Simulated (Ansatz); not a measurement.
`OP1[SiH2][Se]1`, charge 0, multiplicity 1.

Task: Give a relaxed structure at PBE0-D4/def2-TZVP (Ansatz 0.2.0). (Best estimate.)

Result: Ansatz gave: 
Z-matrix (Å, degrees):
```
Si
P 1 2.229
Se 1 2.238 2 62.8
H 1 1.480 2 119.1 3 -107.6
H 1 1.480 2 117.9 3 108.8
O 2 1.653 1 99.5 3 -102.9
H 6 0.963 2 110.4 1 158.3
```
